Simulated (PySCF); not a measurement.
Job file and geometry (Å, from GFN2-xTB) of an NMR shielding run on SMILES Oc1ccccc1[SiH2][SiH2]S, C6H10OSSi2, PySCF 2.14.0, density-fitted response routines, GIAO PBE0/pcSseg-1 NMR shielding, non-relativistic, gas phase; density fitting, a coarse starting grid and PySCF grid level 2 are the driver's defaults:

```
$ OMP_NUM_THREADS=1 python probes_run.py task.json out

{"job": {"kind": "nmr", "xc": "PBE0", "basis": "pcSseg-1"}, "charge": 0, "multiplicity": 1}
O      0.555278     1.075322     1.446867
C     -0.493178     0.654452     0.676145
C     -1.561250     1.477523     0.358551
C     -2.583037     0.985318    -0.436689
C     -2.531693    -0.313931    -0.910602
C     -1.455181    -1.123794    -0.588879
C     -0.422116    -0.659420     0.210319
Si     1.120542    -1.631657     0.697528
Si     2.990076    -0.355866     0.208915
S      2.638583     0.886431    -1.531967
H      0.430289     1.994128     1.712905
H     -1.593535     2.494749     0.728013
H     -3.417826     1.622918    -0.686275
H     -3.329564    -0.693840    -1.530789
H     -1.413075    -2.136588    -0.962319
H      1.062124    -1.907010     2.137391
H      1.042869    -2.915606    -0.013099
H      4.161500    -1.110718    -0.233704
H      3.445051     0.566153     1.249485
H      1.348996     1.102113    -1.317071
```

Question: What does the program print?

Answer: 
```
coarse grid: 18680 points
cycle   1  E = -1286.1141100025  dE =  1.494e+00  |g| = 6.221e-01  |ddm| = 4.440e+00
cycle   2  E = -1286.0776150437  dE =  3.649e-02  |g| = 7.773e-01  |ddm| = 1.393e+00
cycle   3  E = -1286.1976198913  dE = -1.200e-01  |g| = 9.529e-02  |ddm| = 7.753e-01
cycle   4  E = -1286.1991952390  dE = -1.575e-03  |g| = 4.342e-02  |ddm| = 1.164e-01
cycle   5  E = -1286.1996574255  dE = -4.622e-04  |g| = 9.336e-03  |ddm| = 5.645e-02
cycle   6  E = -1286.1996765250  dE = -1.910e-05  |g| = 4.956e-03  |ddm| = 1.558e-02
cycle   7  E = -1286.1996827228  dE = -6.198e-06  |g| = 1.013e-03  |ddm| = 5.885e-03
final grid: 167776 points
cycle   8  E = -1286.2689052083  dE = -3.376e-05  |g| = 1.026e-02  |ddm| = 5.125e-02
cycle   9  E = -1286.2688801682  dE =  2.504e-05  |g| = 1.516e-02  |ddm| = 2.436e-02
cycle  10  E = -1286.2689277581  dE = -4.759e-05  |g| = 1.493e-03  |ddm| = 1.469e-02
cycle  11  E = -1286.2689282257  dE = -4.676e-07  |g| = 2.865e-04  |ddm| = 1.900e-03
cycle  12  E = -1286.2689282416  dE = -1.586e-08  |g| = 1.413e-04  |ddm| = 4.613e-04
cycle  13  E = -1286.2689282469  dE = -5.267e-09  |g| = 3.399e-05  |ddm| = 1.800e-04
cycle  14  E = -1286.2689282472  dE = -2.892e-10  |g| = 7.851e-06  |ddm| = 3.931e-05
converged SCF energy = -1286.2689282472

GIAO shielding tensors (ppm)
atom      isotropic    diamagn.    paramagn.     s11        s22        s33       span
  0 O      197.877     393.448    -195.571    162.080    202.258    229.292     67.211
  1 C       20.982     253.735    -232.753    -81.735     25.875    118.806    200.541
  2 C       70.830     257.338    -186.508    -14.674     66.235    160.931    175.605
  3 C       48.768     254.318    -205.550    -60.560     32.129    174.735    235.295
  4 C       60.184     254.385    -194.201    -47.032     47.867    179.718    226.751
  5 C       42.976     250.000    -207.024    -70.248     32.528    166.649    236.897
  6 C       66.373     262.041    -195.668    -11.039     31.527    178.631    189.671
  7 Si     423.575     881.662    -458.087    385.489    418.803    466.433     80.944
  8 Si     408.157     878.829    -470.672    366.597    408.726    449.147     82.551
  9 S      807.199    1058.852    -251.653    732.292    734.750    954.554    222.262
 10 H       27.052      33.288      -6.236     19.270     24.862     37.024     17.754
 11 H       24.889      31.908      -7.019     20.935     25.097     28.634      7.699
 12 H       24.069      29.302      -5.234     20.678     24.841     26.686      6.008
 13 H       24.427      29.712      -5.284     21.061     25.427     26.793      5.732
 14 H       23.872      31.919      -8.047     19.733     23.275     28.607      8.874
 15 H       27.057      28.599      -1.542     23.766     24.523     32.883      9.116
 16 H       27.413      29.462      -2.049     23.216     25.899     33.124      9.908
 17 H       27.107      28.056      -0.950     23.419     24.710     33.191      9.773
 18 H       26.641      28.921      -2.280     23.188     24.059     32.676      9.488
 19 H       32.572      34.508      -1.937     21.953     29.395     46.367     24.413
```

Question: Turn these shieldings into chemical shifts. Chemical shifts δ = σref − σ; H2O for 17O (336.08 ppm); 13C (186.93 ppm), 29Si (349.16 ppm), 1H (31.72 ppm) vs TMS; 33S (503.73 ppm) against CS2, all at this level.

Answer: Averaging equivalent atoms: O 0: 138.2; C 1: 165.9; C 5: 143.9; C 3: 138.2; C 4: 126.7; C 6: 120.6; C 2: 116.1; Si 8: -59.0; Si 7: -74.4; S 9: -303; H 14: 7.85; H 12: 7.65; H 13: 7.29; H 11: 6.83; H 17/18: 4.84; H 10: 4.67; H 15/16: 4.48; H 19: -0.85 ppm. Experimental scales use liquid or dissolved standards, which lie at an offset from isolated H2O (liquid H2O: subtract about 36 ppm).

Size and cost of the density-fitted run: 241 basis functions, 110 s wall time on 1 thread of an Arm Neoverse N1, shared host; peak memory 1.1 GiB.
